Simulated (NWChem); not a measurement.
All runs are NWChem calculations. System: H3AlO2S, charge 0, spin multiplicity 1, at a geometry optimised with PBE0/def2-SVP. The structure started from a generated list of species. Level: B3LYP/3-21G, VWN1-RPA local correlation.

The NWChem input:

```
start mol
memory heap 200 mb stack 900 mb global 1100 mb
geometry units angstroms nocenter noautoz
  Al    -0.277817    -0.345457     0.000000
  O      0.148817    -1.986021     0.000000
  H      1.029293    -2.361769     0.000000
  O     -1.910050     0.111814     0.000000
  H     -2.646497    -0.501578     0.000000
  S      1.193234     1.258962     0.000000
  H      0.226953     2.204551     0.000000
  symmetry group Cs
end
basis spherical
  * library 3-21g
end
dft
  xc b3lyp
  semidirect memsize 60000000 filesize 0
  iterations 100
end
task dft energy
```

Part of the output:

```
             Northwest Computational Chemistry Package (NWChem) 7.3.0
             --------------------------------------------------------

                                NWChem Input Module
                                -------------------

 Scaling coordinates for geometry "geometry" by  1.889725989
 (inverse scale =  0.529177249)

 Turning off AUTOSYM since
 SYMMETRY directive was detected!

                             Geometry "geometry" -> ""
                             -------------------------

 Output coordinates in angstroms (scale by  1.889725989 to convert to a.u.)

  No.       Tag          Charge          X              Y              Z
 ---- ---------------- ---------- -------------- -------------- --------------
    1 Al                  13.0000    -0.27781700    -0.34545700     0.00000000
    2 O                    8.0000     0.14881700    -1.98602100     0.00000000
    3 H                    1.0000     1.02929300    -2.36176900     0.00000000
    4 O                    8.0000    -1.91005000     0.11181400     0.00000000
    5 H                    1.0000    -2.64649700    -0.50157800     0.00000000
    6 S                   16.0000     1.19323400     1.25896200     0.00000000
    7 H                    1.0000     0.22695300     2.20455100     0.00000000

 Effective nuclear repulsion energy (a.u.)     200.4554105419

            Nuclear Dipole moment (a.u.)
            ----------------------------
        X                 Y               Z
 ---------------- ---------------- ----------------
     0.0000151178    -0.0000018897     0.0000000000

      Symmetry information
      --------------------

 Group name             Cs
 Group number              2
 Group order               2
 No. of unique centers     7

      Symmetry unique atoms

     1    2    3    4    5    6    7


 Summary of "ao basis" -> "" (spherical)
 ------------------------------------------------------------------------------
       Tag                 Description            Shells   Functions and Types
 ---------------- ------------------------------  ------  ---------------------
 *                           3-21g                    on all atoms

                                 NWChem DFT Module
                                 -----------------

 Summary of "ao basis" -> "ao basis" (spherical)
 ------------------------------------------------------------------------------
       Tag                 Description            Shells   Functions and Types
 ---------------- ------------------------------  ------  ---------------------
 Al                          3-21g                   7       13   4s3p
 O                           3-21g                   5        9   3s2p
 H                           3-21g                   2        2   2s
 S                           3-21g                   7       13   4s3p

 Summary of "ao basis" -> "ao basis" (spherical)
 ------------------------------------------------------------------------------
       Tag                 Description            Shells   Functions and Types
 ---------------- ------------------------------  ------  ---------------------
 Al                          3-21g                   7       13   4s3p
 O                           3-21g                   5        9   3s2p
 H                           3-21g                   2        2   2s
 S                           3-21g                   7       13   4s3p

      Symmetry analysis of basis
      --------------------------

        a'         40
[...]
 d= 0,ls=0.0,diis     2   -788.6699632385  9.22D-02  2.09D-02  2.27D+00     0.3
 d= 0,ls=0.0,diis     3   -788.8830073949 -2.13D-01  3.40D-03  3.30D-02     0.4
 d= 0,ls=0.0,diis     4   -788.8857653074 -2.76D-03  1.32D-03  5.61D-03     0.4
 d= 0,ls=0.0,diis     5   -788.8865433047 -7.78D-04  2.83D-04  2.13D-04     0.5
  Resetting Diis
 d= 0,ls=0.0,diis     6   -788.8865588484 -1.55D-05  1.12D-04  7.31D-05     0.5
 d= 0,ls=0.0,diis     7   -788.8865667697 -7.92D-06  2.71D-05  3.31D-07     0.6
 d= 0,ls=0.0,diis     8   -788.8865668170 -4.73D-08  1.07D-05  2.03D-07     0.7
 d= 0,ls=0.0,diis     9   -788.8865668480 -3.10D-08  2.67D-06  4.20D-08     0.7

         Total DFT energy =     -788.886566847966
      One electron energy =    -1491.526144736273
           Coulomb energy =      564.903506559991
    Exchange-Corr. energy =      -62.719339213590
 Nuclear repulsion energy =      200.455410541907

 Numeric. integr. density =       48.000006967518

     Total iterative time =      0.6s

                  Occupations of the irreducible representations
                  ----------------------------------------------

                     irrep           alpha         beta
                     --------     --------     --------
                     a'               19.0         19.0
                     a"                5.0          5.0

                       DFT Final Molecular Orbital Analysis
                       ------------------------------------

 Vector   22  Occ=2.000000D+00  E=-3.060622D-01  Symmetry=a'
              MO Center=  6.3D-01, -3.0D-01,  6.6D-16, r^2= 4.4D+00
   Bfn.  Coefficient  Atom+Function         Bfn.  Coefficient  Atom+Function
  ----- ------------  ---------------      ----- ------------  ---------------
    21      0.312322  2 O  py                46      0.307949  6 S  px
    42      0.301409  6 S  px                17      0.282835  2 O  py
    20      0.234749  2 O  px                43      0.222359  6 S  py
    47      0.215133  6 S  py                16      0.197629  2 O  px
     8     -0.182369  1 Al py                11      0.155012  1 Al px

 Vector   23  Occ=2.000000D+00  E=-2.926285D-01  Symmetry=a"
              MO Center= -9.4D-01, -8.6D-01, -5.2D-16, r^2= 2.7D+00
   Bfn.  Coefficient  Atom+Function         Bfn.  Coefficient  Atom+Function
  ----- ------------  ---------------      ----- ------------  ---------------
    33     -0.458616  4 O  pz                22      0.435969  2 O  pz
    29     -0.377609  4 O  pz                18      0.356187  2 O  pz
    44     -0.026892  6 S  pz                48     -0.026936  6 S  pz

 Vector   24  Occ=2.000000D+00  E=-2.652592D-01  Symmetry=a"
              MO Center=  9.6D-01,  1.1D+00, -3.1D-16, r^2= 2.4D+00
   Bfn.  Coefficient  Atom+Function         Bfn.  Coefficient  Atom+Function
  ----- ------------  ---------------      ----- ------------  ---------------
    48      0.549147  6 S  pz                44      0.520104  6 S  pz
    40     -0.251716  6 S  pz                33     -0.160361  4 O  pz
    29     -0.129964  4 O  pz                22     -0.122180  2 O  pz
    18     -0.098541  2 O  pz                 9      0.047834  1 Al pz

 Vector   25  Occ=0.000000D+00  E=-2.064427D-02  Symmetry=a'
              MO Center= -5.5D-02, -3.0D-01, -1.1D-14, r^2= 4.9D+00
   Bfn.  Coefficient  Atom+Function         Bfn.  Coefficient  Atom+Function
  ----- ------------  ---------------      ----- ------------  ---------------
    10      1.316409  1 Al s                 45     -0.585477  6 S  s
    19     -0.464871  2 O  s                 30     -0.419717  4 O  s
    46      0.379718  6 S  px                47      0.237182  6 S  py
    50      0.220302  7 H  s                  2     -0.209252  1 Al s
    42      0.193549  6 S  px                21     -0.161864  2 O  py

 Vector   26  Occ=0.000000D+00  E= 1.448731D-02  Symmetry=a"
              MO Center= -3.1D-01, -3.7D-01,  8.8D-15, r^2= 4.1D+00
   Bfn.  Coefficient  Atom+Function         Bfn.  Coefficient  Atom+Function
  ----- ------------  ---------------      ----- ------------  ---------------
    13      0.713660  1 Al pz                 9      0.424244  1 Al pz
    33     -0.272335  4 O  pz                22     -0.269391  2 O  pz
    48     -0.263133  6 S  pz                44     -0.197284  6 S  pz
    29     -0.192987  4 O  pz                18     -0.191656  2 O  pz
     5     -0.172248  1 Al pz                40      0.087989  6 S  pz

 Vector   27  Occ=0.000000D+00  E= 3.702895D-02  Symmetry=a'
              MO Center=  3.1D-01,  1.0D+00, -4.9D-16, r^2= 4.8D+00
   Bfn.  Coefficient  Atom+Function         Bfn.  Coefficient  Atom+Function
  ----- ------------  ---------------      ----- ------------  ---------------
    50      1.197870  7 H  s                 45     -0.852950  6 S  s
    47     -0.587857  6 S  py                11      0.532519  1 Al px
    46      0.513704  6 S  px                30      0.367006  4 O  s
    43     -0.251618  6 S  py                 6     -0.225569  1 Al s
    49      0.208735  7 H  s                  8     -0.170905  1 Al py

 center of mass
 --------------
 x =   0.02176640 y =   0.00581066 z =   0.00000000

 moments of inertia (a.u.)
 ------------------
         456.938953224921        -149.500770257156           0.000000000000
        -149.500770257156         408.811207616280           0.000000000000
           0.000000000000           0.000000000000         865.750160841201

     Multipole analysis of the density
     ---------------------------------

     L   x y z        total         alpha         beta         nuclear
     -   - - -        -----         -----         ----         -------
     0   0 0 0     -0.000000    -24.000000    -24.000000     48.000000

     1   1 0 0     -0.377636     -0.188826     -0.188826      0.000015
     1   0 1 0     -0.698287     -0.349142     -0.349142     -0.000002
     1   0 0 1      0.000000      0.000000      0.000000      0.000000

     2   2 0 0    -27.213187   -122.993089   -122.993089    218.772991
     2   1 1 0     -2.702464    -38.146139    -38.146139     73.589814
     2   1 0 1      0.000000      0.000000      0.000000      0.000000
     2   0 2 0    -27.952634   -137.633390   -137.633390    247.314147
     2   0 1 1      0.000000      0.000000      0.000000      0.000000
     2   0 0 2    -27.460729    -13.730365    -13.730365      0.000000

 Task  times  cpu:        0.7s     wall:        0.7s

 Total times  cpu:        0.7s     wall:        0.7s
```
